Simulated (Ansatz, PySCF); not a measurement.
Breaking the O2–H6 bond in GeH4O (SMILES [OH][GeH3]) (multiplicity 1 held, fragments rigid). Energies count from the point at 0.962 Å.
Geometry at that point (charge 0, multiplicity 1):
```xyz
6

Ge    -0.329     0.068     0.073
O      1.357    -0.357    -0.372
H     -0.545    -0.155     1.584
H     -1.186    -0.885    -0.765
H     -0.608     1.543    -0.281
H      2.012     0.175     0.090
```

Restricted levels (R-, RO-) in cc, def2 and unpolarised 6-31G sets keep to the state of the molecule at rest. Unrestricted levels (U-) break spin symmetry where that is lower. Active spaces are followed from a long bond inwards. Left out are points that failed, MP2 points that dive below the minimum, coupled-cluster points behind a jump of the amplitudes or a sharp parting from full CI or MRCI, small-basis points behind a change of solution, and semi-empirical points at long bonds. Levels need not reach the same state.

Cores are frozen in the correlated methods. Filled d and f shells under p-block atoms count as core. Rows in 3-21G, LANL2DZ carry no dispersion term and start afresh at each structure; the Pople sets are all-electron and without relativity. LANL2DZ brings its own core potentials from Na on.

The values were computed with Ansatz (Gaussian orbitals); PySCF for 3-21G rows, LANL2DZ rows. 

Energies in eV.

```tsv
R (Å)	R-HF/3-21G	U-HF/LANL2DZ	R-PBE/cc-pVTZ	R-B3LYP/cc-pVTZ	U-CCSD(T)/cc-pVTZ	FIC-MRCISD+Q on CASSCF(4,3)/cc-pVTZ
0.770	1.65	1.56	1.62	1.53	1.53	1.52
0.866	0.34	0.28	0.34	0.29	0.29	0.28
0.962	0.00	0.00	0.00	0.00	0.00	0.00
1.058	0.18	0.24	0.16	0.20	0.21	0.21
1.154	0.62	0.75	0.57	0.64	0.66	0.67
1.299	1.52	1.70	1.36	1.49	1.51	1.53
1.443	2.51	2.58	2.18	2.36	2.39	2.40
1.684	4.09	3.20	3.41	3.67	3.65	3.59
1.924	5.46	3.39	4.36	4.70	4.56	4.37
2.213	6.80	3.46	5.19	5.62	5.07	4.86
2.597	8.16	3.48	5.90	6.44	5.22	5.11
3.078	9.33	left out	6.38	7.03	5.26	5.20
```

Doubts at one or more of the structures used: a restricted determinant that unrestricted orbitals would lower (R-HF/3-21G, R-PBE/cc-pVTZ, R-B3LYP/cc-pVTZ); a spin-contaminated determinant (U-HF/LANL2DZ, U-CCSD(T)/cc-pVTZ); T1 above 0.05 (U-CCSD(T)/cc-pVTZ); active orbitals that take no part (FIC-MRCISD+Q on CASSCF(4,3)/cc-pVTZ).

Ansatz is an electronic-structure program.
